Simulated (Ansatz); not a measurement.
Sr₂O₂, relaxed as a singlet with RKS PBE-D4/def2-TZVP in Ansatz, starting from the GFN2-xTB geometry. Force threshold 0.02 eV/Å.

In the def2 sets Sr takes a core potential; there is no spin–orbit coupling. The structure comes from a short search, and lower isomers may exist.

Start:

```xyz
4

Sr   -0.0858   -0.1301    1.6551
Sr    0.0892    0.1435   -1.6525
O    -1.4609    0.2453   -0.0598
O     1.4576   -0.2587    0.0572
```

Estimate the energy that the relaxation releases and the steps that it takes.

1.5 kcal/mol, in 5 steps; 4.1 s on 4 threads of Arm Neoverse V2 on a shared host. No frequencies were taken in this run, so the end may be a saddle point.

Does the start keep its bonding and symmetry?

By distances, no bond broke or formed. The bond that changes most is Sr1–O3, from 2.23 to 2.17 Å (atoms count from 1). Point group D2h at the start, D2h at the end, both within 0.05 Å.

Predict the relaxed structure.


```xyz
4

Sr   -0.0867   -0.1338    1.6175
Sr    0.0866    0.1333   -1.6176
O    -1.4202    0.2454   -0.0558
O     1.4203   -0.2449    0.0559
```
Bond lengths (bridged metal pairs left out): 4 × O–Sr 2.17 Å.
